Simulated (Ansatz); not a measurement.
`F[C]1=[CH][GeH]1[SiH3]`. Total charge 0; spin multiplicity 1. All single points use the PBE0-D4/def2-TZVP geometry.

```xyz
10

F    -0.033    2.878   -1.025
C     0.438    1.736   -0.556
C     1.438    0.939   -0.847
Ge    0.398    0.273    0.664
Si   -1.132   -1.515    0.359
H     2.265    0.853   -1.539
H     0.977    0.497    2.074
H    -2.316   -1.333    1.238
H    -1.555   -1.520   -1.064
H    -0.480   -2.808    0.696
```

Task: What is the dipole moment at r2SCAN/def2-TZVPP? (Best estimate.)

Result: Computed: 1.44 D, with components (0.27, -1.37, 0.36) D in this frame, pointing from negative to positive charge.

Task: And with PBE, B3LYP, ωB97M-V? (An estimate is asked.)

Result: The calculation gave: PBE 1.36 D, B3LYP 1.66 D, ωB97M-V 1.71 D.

Task: Give the Mulliken charges with r2SCAN, B3LYP, ωB97M-V in def2-TZVPP. (Best estimate.)

Result: The calculation gave: 
```csv
atom,r2SCAN,B3LYP,ωB97M-V
F1,-0.17,-0.18,-0.17
C2,0.16,0.17,0.13
C3,-0.16,-0.20,-0.18
Ge4,0.07,0.06,0.02
Si5,0.15,0.14,0.06
H6,0.10,0.13,0.13
H7,-0.01,0.00,0.02
H8,-0.05,-0.04,-0.01
H9,-0.05,-0.04,0.00
H10,-0.05,-0.05,-0.01
```

B3LYP here is the variant with VWN-RPA as its local correlation; programs differ in this.
